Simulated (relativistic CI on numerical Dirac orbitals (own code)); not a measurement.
Electric-dipole transitions in Xe⁴⁺

Calculated at this level of theory: Dirac-Coulomb-Breit CI, separate exchange-only KLI orbitals for each configuration, model QED (radiative potential, 1s self-energy scaled to tabulated hydrogen-like ionisation energies), valence Slater integrals scaled by 0.85, P86 correlation estimate, and configurations built on the next ion tied to the tabulated ionisation energy (semi-empirical) (own radial code, finite nucleus).

CI space (outside the closed core [Kr] 4d10): 5s2 5p2, 5s2 5p 5d, 5s2 5p 6s, 5s2 5p 6p, 5s2 5p 6d, 5s2 5p 7s, 5s2 5p 5f, 5s2 5p 6f, 5s 5p3, 5p4, 5s2 5d2, 5s 5p2 5d, 5s2 4f2, 5s2 5p 4f, 5s2 5p 5g, 5s 5p2 5f, 5p2 5d2, 5s2 4f 5d, 5s 5p2 5g, 5p2 4f2, 5s2 5f2, 5s 5p2 4f, 5p3 5d, 5s2 5p 7p. Levels of other configurations are missing.

| λ vac (nm) | Lower | Upper | A (s⁻¹) | log gf | S velocity/length |
| --- | --- | --- | --- | --- | --- |
| 51.061 | 5s2 5p 5d 3F°_4 [16] | 5s2 5p 6f 3G_5 [230] | 5.94e+09 | 0.41 | 0.60 |
| 54.510 | 5s2 5p2 1D_2 [4] | 5s2 5p 6s 1P°_1 [41] | 8.11e+09 | 0.03 | 0.78 |
| 55.805 | 5s2 5p 5d 3D°_3 [21] | 5s2 5p 6f 3F_4 [234] | 1.90e+10 | 0.90 | 0.69 |
| 57.116 | 5s2 5p 5d 3D°_3 [21] | 5s2 5p 6f 3G_4 [225] | 6.93e+09 | 0.48 | 0.63 |
| 57.994 | 5s2 5p2 3P_1 [2] | 5s2 5p 5d 3P°_1 [24] | 6.33e+09 | -0.02 | 0.97 |
| 58.532 | 5s2 5p2 3P_1 [2] | 5s2 5p 5d 3D°_2 [23] | 6.73e+09 | 0.24 | 1.01 |
| 58.678 | 5s2 5p2 3P_1 [2] | 5s2 5p 5d 3P°_0 [22] | 1.80e+10 | -0.03 | 0.94 |
| 59.456 | 5s2 5p2 3P_0 [1] | 5s2 5p 5d 3D°_1 [18] | 1.81e+10 | 0.46 | 0.97 |
| 59.635 | 5s2 5p2 3P_2 [3] | 5s2 5p 5d 3P°_1 [24] | 6.99e+09 | 0.05 | 0.93 |
| 60.204 | 5s2 5p2 3P_2 [3] | 5s2 5p 5d 3D°_2 [23] | 1.70e+10 | 0.66 | 0.95 |
| 60.312 | 5s2 5p2 3P_1 [2] | 5s2 5p 5d 3D°_1 [20] | 1.16e+10 | 0.28 | 0.96 |
| 60.636 | 5s2 5p2 3P_2 [3] | 5s2 5p 5d 3D°_3 [21] | 2.08e+10 | 0.91 | 0.99 |
| 61.646 | 5s2 5p2 1D_2 [4] | 5s2 5p 5d 1F°_3 [30] | 2.08e+10 | 0.92 | 1.00 |
| 62.543 | 5s2 5p2 3P_1 [2] | 5s2 5p 5d 3P°_2 [19] | 1.45e+10 | 0.63 | 0.96 |
| 64.456 | 5s2 5p2 3P_2 [3] | 5s2 5p 5d 3P°_2 [19] | 3.71e+09 | 0.06 | 0.88 |
| 64.753 | 5s2 5p2 1S_0 [5] | 5s2 5p 5d 1P°_1 [33] | 1.40e+10 | 0.42 | 0.97 |
| 66.487 | 5s2 5p 4f 3F_3 [27] | 5s2 5p 5g 1G°_4 [199] | 5.36e+09 | 0.50 | 0.64 |
| 68.246 | 5s2 5p 5d 3F°_4 [16] | 5s2 5p 5f 3G_5 [144] | 8.42e+09 | 0.81 | 0.87 |
| 71.535 | 5s2 5p 5d 3F°_3 [15] | 5s2 5p 5f 3F_4 [110] | 6.61e+09 | 0.66 | 0.82 |
| 191.42 | 5s2 5p 6p 3D_3 [56] | 5s2 5p 6d 3F°_4 [123] | 1.56e+09 | 0.89 | 0.89 |

Terms are leading LS components. Brackets give the number of a level in order of energy, since labels repeat. The list gives strong lines, with weight on those to low levels, without configurations that were not tied to measured data, among the lowest 300 of 731 levels, so that lines to higher ones, which can be the strongest, are missing, and without 1 line that miss the measured interval by over 7 %, start from a term whose rates miss tabulated ones by over 60 %, have gauges far apart or, lacking measured levels, span too small a gap for the errors found; lines with a level outside our table were not tested and can miss by more. Levels whose partners in the same complex of configurations lie outside the list can be far off, and so can their lines. Rates are taken at the computed energies, electric ones in the length gauge. A velocity-to-length ratio far from 1 marks an uncertain rate.

Configurations that consist of the next ion and one excited electron were tied to the tabulated ionisation energy; Rydberg ones are usually within 1,000 to 3,000 cm⁻¹ and the lowest ones within about 6,000 (9,000 in d shells), while levels on excited terms of the next ion carry the error of that term, and the other configurations can be misplaced by 10,000 cm⁻¹ or more. Rates follow the energies as ν³ (E1, M1) or ν⁵ (E2), so rates, branching and lifetimes can be off by large factors. Levels and lines within the n = 5 or 6 shells can be off by up to 10 % or somewhat more, and those that change n by about 2 %, since core polarisation is missing. 35 of the 52 excited levels that our extract of the measured tables holds in this range could be paired (the sources list more); they are missed by 2319 cm⁻¹ on average and 8534 at most, and levels without a partner can miss by more.

LS names give the leading component of a level, which can be under half, so a name can repeat, a term be missing and a line seem to break the LS rules.
